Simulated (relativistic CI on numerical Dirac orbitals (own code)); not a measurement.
**Electric-dipole lines of Pm39+**

Calculated at this level of theory: Dirac-Coulomb-Breit CI, separate exchange-only KLI orbitals for each configuration, a model potential for QED, unscaled Slater integrals (own radial code, finite nucleus).

Configurations in the expansion (outside the closed core [Ne]): 3s²3p⁶3d⁴, 3s²3p⁵3d⁵, 3s3p⁶3d⁵, 3s²3p⁶3d³4s, 3s²3p⁶3d³4p, 3s²3p⁶3d³4d, 3s²3p⁵3d⁴4s, 3s²3p⁶3d³4f, 3s²3p⁵3d⁴4p, 3s3p⁶3d⁴4s, 3p⁶3d⁵4p, 3s3p⁶3d⁴4p, 3s²3p⁶3d²4s4p, 3s²3p⁶3d³5s, 3s²3p⁶3d³5p, 3s3p⁶3d⁴4d, 3s²3p⁶3d³5d, 3s²3p⁶3d³5g, 3s²3p⁶3d³6s, 3p⁶3d⁶, 3p⁵3d⁷, 3p⁵3d⁶4s, 3p⁶3d⁵4s, 3p⁵3d⁵4s², 3s²3p⁶3d²4s², 3s²3p⁶3d4s²4p, 3s²3p⁶3d4s²4d, 3s²3p⁶3d²4p², 3s²3p⁶3d4s4p², 3s²3p⁶3d4p³, 3s²3p⁶3d4p²4d, 3s²3p⁵3d²4s4p², 3s²3p⁶3d²4s4d, 3s²3p⁶3d4s4p4d, 3s²3p⁶3d4s4d², 3s²3p⁵3d²4s²4d, 3s3p⁶3d³4s², 3s3p⁶3d²4s²4p, 3s3p⁶3d²4s²4d. Double excitations out of closed p, d and f shells are left out; levels of such configurations are missing from the list, as are those of other unlisted configurations, and high levels can miss mixing partners. These lack a partner that the ground configuration has and come out too high: 3s²3p⁵3d⁴4p.

| λ vac (nm) | Lower | Upper | A (s⁻¹) | log gf | S velocity/length |
| --- | --- | --- | --- | --- | --- |
| 1.0058 | 3s²3p⁶3d⁴ ³F4 [4] | 3s²3p⁶3d³4p ³F°4 [400] | 3.57e+12 | -0.31 | 0.96 |
| 3.0193 | 3s²3p⁶3d⁴ ³H5 [10] | 3s²3p⁵3d⁵ ³F°4 [208] | 7.80e+11 | -0.02 | 0.71 |
| 3.0323 | 3s²3p⁶3d⁴ ³G4 [13] | 3s²3p⁵3d⁵ ³D°3 [212] | 1.00e+12 | -0.01 | 0.71 |
| 3.0685 | 3s²3p⁶3d⁴ ³H6 [11] | 3s²3p⁵3d⁵ ³G°5 [204] | 1.68e+12 | 0.42 | 0.71 |
| 3.0825 | 3s²3p⁶3d⁴ ³H6 [11] | 3s²3p⁵3d⁵ ³I°5 [201] | 7.99e+11 | 0.10 | 0.70 |
| 3.0871 | 3s²3p⁶3d⁴ ³F4 [4] | 3s²3p⁵3d⁵ ³G°3 [178] | 7.13e+11 | -0.15 | 0.71 |
| 3.1004 | 3s²3p⁶3d⁴ ¹I6 [23] | 3s²3p⁵3d⁵ ¹H°5 [225] | 1.84e+12 | 0.46 | 0.71 |
| 3.1179 | 3s²3p⁶3d⁴ ³F4 [19] | 3s²3p⁵3d⁵ ³G°3 [220] | 1.28e+12 | 0.12 | 0.71 |
| 3.1205 | 3s²3p⁶3d⁴ ³G5 [20] | 3s²3p⁵3d⁵ ³F°4 [223] | 1.64e+12 | 0.33 | 0.71 |
| 3.1466 | 3s²3p⁶3d⁴ ³F4 [4] | 3s²3p⁵3d⁵ ³D°3 [176] | 1.31e+12 | 0.14 | 0.71 |
| 3.1673 | 3s²3p⁶3d⁴ ¹G4 [30] | 3s²3p⁵3d⁵ ¹G°4 [235] | 1.60e+12 | 0.33 | 0.73 |
| 3.1698 | 3s²3p⁶3d⁴ ¹I6 [23] | 3s²3p⁵3d⁵ ³H°6 [217] | 1.59e+12 | 0.49 | 0.73 |
| 3.1713 | 3s²3p⁶3d⁴ ⁵D3 [5] | 3s²3p⁵3d⁵ ³D°3 [176] | 4.97e+11 | -0.28 | 0.71 |
| 3.1865 | 3s²3p⁶3d⁴ ³F4 [32] | 3s²3p⁵3d⁵ ³F°4 [242] | 1.34e+12 | 0.26 | 0.73 |
| 3.1925 | 3s²3p⁶3d⁴ ³F4 [32] | 3s²3p⁵3d⁵ ³D°3 [240] | 1.77e+12 | 0.28 | 0.71 |
| 3.2181 | 3s²3p⁶3d⁴ ⁵D2 [3] | 3s²3p⁵3d⁵ ⁵P°2 [174] | 8.04e+11 | -0.20 | 0.71 |
| 3.2319 | 3s²3p⁶3d⁴ ³F4 [32] | 3s²3p⁵3d⁵ ³G°5 [236] | 9.47e+11 | 0.21 | 0.76 |
| 3.2472 | 3s²3p⁶3d⁴ ⁵D3 [5] | 3s²3p⁵3d⁵ ⁵P°2 [174] | 8.41e+11 | -0.18 | 0.70 |
| 3.2574 | 3s²3p⁶3d⁴ ⁵D4 [7] | 3s²3p⁵3d⁵ ³G°3 [178] | 5.47e+11 | -0.22 | 0.70 |
| 3.2726 | 3s²3p⁶3d⁴ ³G4 [13] | 3s²3p⁵3d⁵ ³G°4 [188] | 6.70e+11 | -0.01 | 0.73 |
| 3.3001 | 3s²3p⁶3d⁴ ³H5 [10] | 3s²3p⁵3d⁵ ³F°4 [180] | 6.31e+11 | -0.03 | 0.70 |
| 3.3007 | 3s²3p⁶3d⁴ ³H5 [10] | 3s²3p⁵3d⁵ ³H°5 [179] | 6.43e+11 | 0.06 | 0.72 |
| 3.3021 | 3s²3p⁶3d⁴ ³H6 [11] | 3s²3p⁵3d⁵ ³H°6 [182] | 1.06e+12 | 0.35 | 0.72 |
| 4.0485 | 3s²3p⁵3d⁵ ⁵H°7 [46] | 3s3p⁶3d⁵ ⁵G6 [254] | 6.94e+11 | 0.35 | 0.84 |
| 4.0603 | 3s²3p⁶3d⁴ ⁵D2 [3] | 3s²3p⁵3d⁵ ⁵P°1 [101] | 6.58e+11 | -0.31 | 0.66 |
| 4.1607 | 3s²3p⁶3d⁴ ¹I6 [23] | 3s²3p⁵3d⁵ ¹H°5 [159] | 6.53e+11 | 0.27 | 0.63 |
| 4.1755 | 3s²3p⁶3d⁴ ³H6 [11] | 3s²3p⁵3d⁵ ³G°5 [130] | 4.98e+11 | 0.16 | 0.63 |
| 4.1820 | 3s²3p⁶3d⁴ ³F4 [4] | 3s²3p⁵3d⁵ ⁵D°3 [92] | 2.50e+11 | -0.34 | 0.66 |
| 4.1867 | 3s²3p⁶3d⁴ ⁵D1 [2] | 3s²3p⁵3d⁵ ⁵F°1 [78] | 6.52e+11 | -0.29 | 0.67 |
| 4.2046 | 3s²3p⁶3d⁴ ⁵D3 [5] | 3s²3p⁵3d⁵ ⁵D°2 [95] | 5.95e+11 | -0.10 | 0.66 |
| 4.2074 | 3s²3p⁶3d⁴ ³F4 [4] | 3s²3p⁵3d⁵ ³F°4 [90] | 6.60e+11 | 0.20 | 0.67 |
| 4.2076 | 3s²3p⁶3d⁴ ⁵D4 [7] | 3s²3p⁵3d⁵ ³H°4 [116] | 4.02e+11 | -0.02 | 0.66 |
| 4.2222 | 3s²3p⁶3d⁴ ³G5 [20] | 3s²3p⁵3d⁵ ³G°4 [156] | 5.06e+11 | 0.09 | 0.63 |
| 4.2258 | 3s²3p⁶3d⁴ ⁵D3 [5] | 3s²3p⁵3d⁵ ⁵D°3 [92] | 3.71e+11 | -0.16 | 0.67 |
| 4.2480 | 3s²3p⁶3d⁴ ³H5 [10] | 3s²3p⁵3d⁵ ³G°4 [120] | 2.90e+11 | -0.15 | 0.63 |
| 4.2613 | 3s²3p⁶3d⁴ ³P0 [1] | 3s²3p⁵3d⁵ ³D°1 [47] | 7.14e+11 | -0.23 | 0.67 |
| 4.3063 | 3s²3p⁶3d⁴ ³H5 [10] | 3s²3p⁵3d⁵ ³G°5 [113] | 3.59e+11 | 0.04 | 0.66 |
| 4.3311 | 3s²3p⁶3d⁴ ³H6 [11] | 3s²3p⁵3d⁵ ³H°6 [114] | 5.39e+11 | 0.29 | 0.66 |
| 4.3315 | 3s²3p⁶3d⁴ ³F4 [19] | 3s²3p⁵3d⁵ ³F°4 [148] | 4.76e+11 | 0.08 | 0.66 |
| 4.3409 | 3s²3p⁶3d⁴ ⁵D2 [3] | 3s²3p⁵3d⁵ ⁵F°2 [76] | 3.57e+11 | -0.30 | 0.66 |
| 4.3761 | 3s²3p⁶3d⁴ ³G5 [20] | 3s²3p⁵3d⁵ ³G°5 [147] | 3.81e+11 | 0.08 | 0.65 |
| 4.3892 | 3s²3p⁶3d⁴ ⁵D3 [5] | 3s²3p⁵3d⁵ ⁵F°4 [77] | 2.84e+11 | -0.13 | 0.68 |
| 4.4202 | 3s²3p⁶3d⁴ ³F4 [4] | 3s²3p⁵3d⁵ ³H°5 [68] | 1.55e+11 | -0.30 | 0.69 |
| 4.4702 | 3s²3p⁶3d⁴ ¹I6 [23] | 3s²3p⁵3d⁵ ³H°6 [143] | 3.36e+11 | 0.12 | 0.65 |
| 4.6945 | 3s²3p⁶3d⁴ ³H6 [11] | 3s²3p⁵3d⁵ ³I°7 [86] | 1.64e+11 | -0.09 | 0.68 |

Terms are leading LS components. Brackets give the number of a level in order of energy, since labels repeat. The list gives strong lines, with weight on those to low levels, among the lowest 400 of 7752 levels, so that lines to higher ones, which can be the strongest, are missing. Levels whose partners in the same complex of configurations lie outside the list can be far off, and so can their lines. Rates are taken at the computed energies, electric ones in the length gauge. A velocity-to-length ratio far from 1 marks an uncertain rate.

At this charge energies of transitions that change n are usually good to better than 1 %, and those within a shell (Δn = 0) to a few per cent. Terms inside the open d or f shell come out 10 to 20 % too wide with unscaled integrals.

LS names give the leading component of a level, which can be under half, so a name can repeat, a term be missing and a line seem to break the LS rules.
